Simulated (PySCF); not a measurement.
Calculation: PBE-D3(BJ)/def2-TZVP // PBE0-D3(BJ)/def2-SVP run with PySCF 2.14.0. All species are isolated molecules in the gas phase. One relaxed conformer stands for a flexible species; it need not be the lowest. Excitations are Tamm–Dancoff values on a coarser integration grid. The basis has no diffuse functions, so Rydberg states are missing or too high.

Reference species (SMILES): `[SiH3][Si]([SiH3])([SiH2]S)[SiH3]` (Si–Si–Si–S torsion -59°, Si–Si–S–H torsion -180°) (neutral, multiplicity 1).

```
Item                       Value
----------------------  --------
S1 oscillator strength     0.003
T1 excitation (TDA)      4.60 eV
LUMO                    -1.55 eV
```

Changed species: `[SiH3][SiH2][Si]([SiH3])([SiH3])[SiH3]` (Si–Si–Si–Si torsion 180°) (one H of a SiH3 unit replaced by silyl; the reference has one H of a SiH3 unit replaced by mercapto).

**Question.** Give the shifts of the S1 oscillator strength, T1 excitation (TDA) and LUMO.

**Answer.** the S1 oscillator strength is nearly the same; the T1 excitation (TDA) rises by 0.38 eV, to 4.98 eV; the LUMO increases by 0.18 eV, to -1.37 eV.
